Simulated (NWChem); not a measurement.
Everything below was run with NWChem. System: diiodomethane (CH$_{2}$I$_{2}$), charge 0, spin multiplicity 1, at a geometry optimised with B3LYP/def2-SVP with def2 effective core potentials on I. Level: MP2/def2-SVP with def2 effective core potentials on I, 9 core orbitals frozen.

The NWChem input:

```
start mol
memory heap 200 mb stack 900 mb global 1100 mb
geometry units angstroms nocenter noautoz
  I      1.839079     0.000000     0.090760
  C      0.000000     0.000000    -1.048982
  I     -1.839079     0.000000     0.090760
  H      0.000000     0.904558    -1.663358
  H      0.000000    -0.904558    -1.663358
  symmetry group C2v
end
basis spherical
  * library def2-svp
end
ecp
  I library def2-ecp
end
scf
  rhf
  nopen 0
  maxiter 100
  thresh 1e-7
  semidirect memsize 60000000 filesize 0
end
mp2
  freeze core 9
end
task mp2 energy
```

NWChem printed:

```
             Northwest Computational Chemistry Package (NWChem) 7.3.0
             --------------------------------------------------------

                                NWChem Input Module
                                -------------------

 Scaling coordinates for geometry "geometry" by  1.889725989
 (inverse scale =  0.529177249)

 Turning off AUTOSYM since
 SYMMETRY directive was detected!

                             Geometry "geometry" -> ""
                             -------------------------

 Output coordinates in angstroms (scale by  1.889725989 to convert to a.u.)

  No.       Tag          Charge          X              Y              Z
 ---- ---------------- ---------- -------------- -------------- --------------
    1 I                   53.0000     1.83907900     0.00000000     0.09076000
    2 C                    6.0000     0.00000000     0.00000000    -1.04898200
    3 I                   53.0000    -1.83907900     0.00000000     0.09076000
    4 H                    1.0000     0.00000000     0.90455800    -1.66335800
    5 H                    1.0000     0.00000000    -0.90455800    -1.66335800

 Effective nuclear repulsion energy (a.u.)     607.3704761000

            Nuclear Dipole moment (a.u.)
            ----------------------------
        X                 Y               Z
 ---------------- ---------------- ----------------
     0.0000000000     0.0000000000    -0.0000907068

      Symmetry information
      --------------------

 Group name             C2v
 Group number             16
 Group order               4
 No. of unique centers     3

      Symmetry unique atoms

     1    2    4


 Summary of "ao basis" -> "" (spherical)
 ------------------------------------------------------------------------------
       Tag                 Description            Shells   Functions and Types
 ---------------- ------------------------------  ------  ---------------------
 *                          def2-svp                  on all atoms

 Summary of "ao basis" -> "ao basis" (spherical)
 ------------------------------------------------------------------------------
       Tag                 Description            Shells   Functions and Types
 ---------------- ------------------------------  ------  ---------------------
 I                          def2-svp                10       26   4s4p2d
 C                          def2-svp                 6       14   3s2p1d
 H                          def2-svp                 3        5   2s1p

                                 NWChem SCF Module
                                 -----------------

  ao basis        = "ao basis"
  functions       =    76
  atoms           =     5
  closed shells   =    29
  open shells     =     0
  charge          =   0.00
  wavefunction    = RHF
  use symmetry    = T
  symmetry adapt  = T

 Summary of "ao basis" -> "ao basis" (spherical)
 ------------------------------------------------------------------------------
       Tag                 Description            Shells   Functions and Types
 ---------------- ------------------------------  ------  ---------------------
 I                          def2-svp                10       26   4s4p2d
 C                          def2-svp                 6       14   3s2p1d
 H                          def2-svp                 3        5   2s1p

      Symmetry analysis of basis
      --------------------------

        a1         29
        a2         10
        b1         22
        b2         15
[...]
    54     -0.639478  3 I  px                35      0.430440  2 C  pz
     4     -0.393583  1 I  s                 44     -0.393583  3 I  s
    68     -0.321972  4 H  s                 73     -0.321972  5 H  s
    16      0.296232  1 I  pz                56      0.296232  3 I  pz

 Vector   31  Occ=0.000000D+00  E= 1.234989D-01  Symmetry=b1
              MO Center= -1.5D-13,  5.3D-15, -2.1D-01, r^2= 5.6D+00
   Bfn.  Coefficient  Atom+Function         Bfn.  Coefficient  Atom+Function
  ----- ------------  ---------------      ----- ------------  ---------------
    33      0.955194  2 C  px                14      0.618288  1 I  px
    54      0.618288  3 I  px                16      0.481038  1 I  pz
    56     -0.481038  3 I  pz                 4     -0.418147  1 I  s
    30      0.420094  2 C  px                44      0.418147  3 I  s
     3     -0.176195  1 I  s                 43      0.176195  3 I  s

 Vector   32  Occ=0.000000D+00  E= 1.912607D-01  Symmetry=a1
              MO Center= -7.6D-16, -2.5D-16, -1.7D+00, r^2= 4.5D+00
   Bfn.  Coefficient  Atom+Function         Bfn.  Coefficient  Atom+Function
  ----- ------------  ---------------      ----- ------------  ---------------
    29      2.163616  2 C  s                 68     -1.595782  4 H  s
    73     -1.595782  5 H  s                 35     -0.951841  2 C  pz
     3      0.312777  1 I  s                 43      0.312777  3 I  s
    32     -0.256191  2 C  pz

 center of mass
 --------------
 x =   0.00000000 y =   0.00000000 z =   0.05005864

 moments of inertia (a.u.)
 ------------------
          79.753137199221           0.000000000000           0.000000000000
           0.000000000000        3139.293719725137           0.000000000000
           0.000000000000           0.000000000000        3071.319777974151

  Mulliken analysis of the total density
  --------------------------------------

    Atom       Charge   Shell Charges
 -----------   ------   -------------------------------------------------------
    1 I   25    24.96   1.83  0.22  1.22  0.70  2.93  3.12  2.53  2.37  9.83  0.22
    2 C    6     6.38   1.99  0.88  0.45  1.88  1.16  0.03
    3 I   25    24.96   1.83  0.22  1.22  0.70  2.93  3.12  2.53  2.37  9.83  0.22
    4 H    1     0.84   0.73  0.09  0.03
    5 H    1     0.84   0.73  0.09  0.03

       Multipole analysis of the density wrt the origin
       ------------------------------------------------

     L   x y z        total         open         nuclear
     -   - - -        -----         ----         -------
     0   0 0 0     -0.000000      0.000000     58.000000

     1   1 0 0      0.000000      0.000000      0.000000
     1   0 1 0     -0.000000      0.000000      0.000000
     1   0 0 1     -0.499083      0.000000     -9.604736

     2   2 0 0    -44.997595      0.000000    603.904751
     2   1 1 0      0.000000      0.000000      0.000000
     2   1 0 1     -0.000000      0.000000      0.000000
     2   0 2 0    -45.759252      0.000000      5.843869
     2   0 1 1     -0.000000      0.000000      0.000000
     2   0 0 2    -43.477296      0.000000     44.808172

                   NWChem MP2 Semi-direct Energy/Gradient Module
                   ---------------------------------------------

  Basis functions       =     76
  Molecular orbitals    =     76
  Frozen core           =      9
  Frozen virtuals       =      0
  Active alpha occupied =     20
  Active beta occupied  =     20
  Active alpha virtual  =     47
  Active beta virtual   =     47
  Use MO symmetry       = T
  Use skeleton AO sym   = T

  AO/Fock/Back tols     =   1.0D-09  1.0D-09  1.0D-09

 GA uses MA = F    GA memory limited = T

 Available:
  local mem=  1.26D+08
 global mem=  1.44D+08
 local disk=  0.00D+00
  mp2_memr nvloc                    47
  nvloc new                    47
   1 passes of  20:        3145728                      35753                   9057831.
   1 passes of  20: M    126147563           G      144167648           F     123001835.

 Semi-direct pass number   1 of   1  for RHF alpha+beta  at        0.5s
  vrange nnbf                  2831
  mp2_eaftype                    34  avail_ma_in_mb                  1099
 EAF : mp2_eaftype filesize          34    4528916.
  mp2_eaf for mointskh                     34
Node 0 wrote     21.3 Mb in      0.0 s     Agg I/O rate:  3003.4 Mb/s
 Done moints_semi at        1.7s
  mp2_eaftype                    34  avail_ma_in_mb                  1065
 EAF : mp2_eaftype filesize          34    4528916.
  mp2_eaf for kh                    34
 Done maket at        1.8s
 Done multipass loop at        1.8s

          -------------------------------------------
          SCF energy                -632.287325326238
          Correlation energy          -0.385149986919
          Singlet pairs               -0.225069308673
          Triplet pairs               -0.160080678246
          Total MP2 energy          -632.672475313158
          -------------------------------------------

          ---------------------------------------------------
                    Spin Component Scaled (SCS) MP2
          Same spin pairs                     -0.106720452164
          Same spin scaling factor             0.333333333333
          Opposite spin pairs                 -0.278429534755
          Opposite spin scaling fact.          1.200000000000
          SCS-MP2 correlation energy          -0.369688925761
          Total SCS-MP2 energy              -632.657014251999
          ---------------------------------------------------

 -----------------------
 Performance information
 -----------------------

 Timer overhead =  1.43D-07 seconds/call

               Nr. of calls         CPU time (s)                 Wall time (s)                GFlops
             ---------------    -------------------     ------------------------------   -------------------
Name         Min   Avg   Max    Min     Avg     Max     Min     Avg     Max   Mx/calls   Min     Max     Sum
mp2: moin     1     1     1    1.2     1.2     1.2      1.2     1.2     1.2     1.2      0.0     0.0     0.0
mp2: make     1     1     1   6.69E-2 6.69E-2 6.69E-2  6.69E-2 6.69E-2 6.69E-2 6.69E-2   0.0     0.0     0.0
mp2: tota     1     1     1    1.3     1.3     1.3      1.3     1.3     1.3     1.3      0.0     0.0     0.0

 The average no. of pstat calls per process was 3.00D+00
 with a timing overhead of 4.30D-07s

 Task  times  cpu:        1.8s     wall:        1.8s

 Total times  cpu:        1.8s     wall:        1.8s
```
